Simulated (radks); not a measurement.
Question: The krypton ion Kr2+, 34 electrons, occupied as [Ar] 3d10 4s2 4p3 5f1 (not the ground configuration). Calculated with a radial shooting solver on a logarithmic mesh with Libxc functionals: scalar-relativistic Kohn-Sham, LDA (Slater exchange, Perdew-Wang correlation), spin-unpolarised, spherical densities, point nucleus. Some entries of the table are withheld. Estimate them.

orbital,occ.,eigenvalue (hartree),<r^2> (bohr^2),r(max) (bohr)
1s,2,(1),0.002324,0.02711
2s,2,-69.78695,(2),0.1545
2p,6,-61.92181,0.03141,0.1234
3s,2,-11.01541,0.3242,0.4674
3p,6,(3),0.3422,0.4631
3d,10,-4.34688,0.3772,0.4096
4s,2,-2.04283,(4),1.296
4p,3,-1.46385,3.163,1.446
5f,1,-0.16498,100.6,9.938

Answer: 
(1) 1s eigenvalue (hartree): -520.8645
(2) 2s <r^2> (bohr^2): 0.03982
(3) 3p eigenvalue (hartree): -8.50998
(4) 4s <r^2> (bohr^2): 2.427
